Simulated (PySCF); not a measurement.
C2H7BClNO, SMILES B(NC)(OC)Cl.

Geometry: PBE-D3(BJ)/def2-SVP. The values are those of a single conformer.

Method: PySCF with PBE-D3(BJ)/def2-SVP.

Frequencies are harmonic and unscaled.

| mode | ν (cm⁻¹) | IR (km/mol) | moving atoms (share of kinetic energy) |
|---|---|---|---|
| 1 | 105 | 0.7 | H 57 %, C 17 %, O 10 %, N 10 % |
| 2 | 125 | 0.0 | H 91 % |
| 3 | 132 | 1.9 | H 64 %, O 12 %, C 9 % |
| 4 | 184 | 1.0 | C 52 %, H 28 %, Cl 11 % |
| 5 | 188 | 0.1 | N 31 %, H 30 %, O 28 %, C 9 % |
| 6 | 228 | 0.4 | C 32 %, Cl 32 %, H 16 % |
| 7 | 364 | 4.1 | Cl 28 %, C 26 %, O 24 %, H 12 % |
| 8 | 476 | 5.2 | N 32 %, Cl 18 %, O 16 %, H 16 %, C 12 % |
| 9 | 505 | 20.1 | H 64 %, B 32 % |
| 10 | 583 | 67.4 | B 50 %, H 28 %, N 14 % |
| 11 | 622 | 26.0 | O 32 %, N 20 %, Cl 14 %, C 12 %, H 12 %, B 10 % |
| 12 | 1003 | 45.7 | H 44 %, B 27 %, C 20 % |
| 13 | 1047 | 56.8 | C 38 %, O 23 %, H 20 %, B 13 % |
| 14 | 1107 | 0.1 | H 75 %, C 19 % |
| 15 | 1120 | 13.7 | H 41 %, N 27 %, C 24 % |
| 16 | 1132 | 0.3 | H 76 %, C 19 % |
| 17 | 1157 | 42.0 | H 61 %, C 20 %, B 11 % |
| 18 | 1256 | 240.5 | B 33 %, H 31 %, O 13 %, N 12 %, C 11 % |
| 19 | 1289 | 207.9 | H 41 %, B 23 %, O 22 %, C 13 % |
| 20 | 1395 | 10.1 | H 85 %, C 14 % |
| 21 | 1412 | 73.1 | H 83 %, C 9 % |
| 22 | 1421 | 0.0 | H 97 % |
| 23 | 1423 | 9.9 | H 97 % |
| 24 | 1426 | 3.4 | H 96 % |
| 25 | 1437 | 32.2 | H 88 % |
| 26 | 1535 | 309.1 | B 33 %, N 31 %, H 29 % |
| 27 | 2915 | 57.9 | H 97 % |
| 28 | 2943 | 78.0 | H 97 % |
| 29 | 2984 | 40.1 | H 90 %, C 10 % |
| 30 | 3004 | 32.5 | H 90 %, C 10 % |
| 31 | 3057 | 21.2 | H 91 %, C 9 % |
| 32 | 3086 | 2.4 | H 91 %, C 9 % |
| 33 | 3522 | 13.6 | H 93 % |
